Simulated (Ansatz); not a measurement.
System: Si₄H₈, net charge 0, singlet state. SMILES: [SiH2]1[SiH2][SiH2][SiH2]1
Structure (B3LYP-D3(BJ)/def2-TZVP (Ansatz, a first-principles code) minimum search):
```xyz
12

Si     0.3520     0.4396     1.5510
Si     1.5059     0.4417    -0.5098
Si    -0.5752     0.0254    -1.5464
Si    -1.2827    -0.9067     0.5052
H      1.0350    -0.0544     2.7713
H     -0.2041     1.7910     1.8184
H      2.3671    -0.7650    -0.6063
H      2.2946     1.6338    -0.9053
H     -0.6266    -0.7967    -2.7797
H     -1.2835     1.3088    -1.7876
H     -0.8794    -2.3348     0.5755
H     -2.7031    -0.7827     0.9138
```
Charge 0, spin multiplicity 1.

Quantity: vertical triplet-singlet gap (E(triplet) - E(singlet); each state is the SCF solution reached for its spin; the molecule has degenerate orbitals, so one determinant may break the symmetry; for the triplet the Hartree-Fock reference is unstable and T1 is 0.018), in kcal/mol. Cores are frozen in the correlated levels unless marked. Open shells are spin-unrestricted. No spin-orbit coupling. Non-relativistic. 

```
level                    program  vertical triplet-singlet gap (kcal/mol)
-----------------------  -------  ---------------------------------------
HF/aug-cc-pV(Q+d)Z        Ansatz                                    114.7
SVWN5/def2-TZVPD          Ansatz                                    104.1
r2SCAN/def2-TZVPD         Ansatz                                    103.9
PBE0/def2-TZVPD           Ansatz                                    106.8
BHLYP/def2-TZVPD          Ansatz                                    114.7
CAM-B3LYP/def2-TZVPD      Ansatz                                    114.0
RI-MP2/aug-cc-pV(Q+d)Z    Ansatz                                    116.5
CCSD/aug-cc-pV(T+d)Z      Ansatz                                    114.5
CCSD(T)/aug-cc-pV(T+d)Z   Ansatz                                    111.2
```
